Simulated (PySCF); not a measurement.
F⁺: ionisation energy

F⁺ [He] 2s2 2p4 (3P) → F²⁺ [He] 2s2 2p3 (4S), as a difference of total energies. Computed with PySCF 2.14 in cc-pVDZ-DK (3s2p1d, 14 functions), with the spin-free X2C one-electron Hamiltonian (Gaussian nucleus). Correlated levels: valence: 1s2 frozen. The calculations carry no spin-orbit coupling.

```
           method  ionisation energy (eV)  error (eV)
              UHF                  33.395      -1.555
             TPSS                  35.487      +0.537
             MN15                  35.426      +0.476
    MP2 (valence)                  34.213      -0.737
SCS-MP2 (valence)                  34.216      -0.734
   CCSD (valence)                  34.219      -0.731
CCSD(T) (valence)                  34.230      -0.720
```

Reference: 34.950 eV (measured; NIST levels, between the centres of gravity of the two terms).

Errors of the correlated levels include the incompleteness of this basis and the frozen core.
